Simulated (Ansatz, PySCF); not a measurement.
C₂H₄FNOSi, SMILES O=C/N=C/[SiH2]F. Atoms are numbered in the order given.

```xyz
10

O      2.8211    -0.9015     0.6404
C      2.3911    -0.0306    -0.0709
N      1.0740     0.4507    -0.0322
C      0.0709    -0.3253    -0.1759
Si    -1.6483     0.4448     0.0132
F     -2.7478    -0.7508    -0.1069
H      3.0223     0.5378    -0.7947
H      0.2136    -1.4025    -0.4064
H     -1.8812     1.4150    -1.0859
H     -1.7652     1.0786     1.3491
```
Charge 0, spin multiplicity 1.

Geometry: B3LYP-D3(BJ)/def2-SVP. The structure was generated by enumeration; whether it is a known compound was not checked. The values are those of a single conformer.

Two levels are set side by side: PBE-D3(BJ)/def2-SVP (Ansatz, a quantum-chemistry and plane-wave program) and B3LYP-D3(BJ)/def2-SVP (Ansatz). Each level has its own optimised geometry; the coordinates shown are those of the second. Frequencies come from the Hessian of PySCF at each geometry. Differences are taken from unrounded values.

```csv
quantity,B3LYP-D3(BJ),PBE-D3(BJ),PBE-D3(BJ) minus B3LYP-D3(BJ)
mean bond length (Å),1.400,1.409,0.009
bond O1–C2 (Å),1.204,1.215,0.011
bond C2–N3 (Å),1.403,1.397,-0.006
bond N3–C4 (Å),1.276,1.282,0.006
bond C4–Si5 (Å),1.893,1.901,0.007
bond Si5–F6 (Å),1.629,1.640,0.011
bond C2–H7 (Å),1.116,1.128,0.012
bond C4–H8 (Å),1.111,1.120,0.009
bond Si5–H9 (Å),1.484,1.499,0.015
bond Si5–H10 (Å),1.483,1.498,0.014
highest harmonic wavenumber (cm⁻¹),2994,2918,-77
mean harmonic wavenumber (cm⁻¹),1096,1056,-40
zero-point energy (kcal/mol),37.61,36.24,-1.37
```

GGA bonds tend to be longer and softer than those of functionals with exact exchange. Differences between two approximate levels are no errors against the true value.
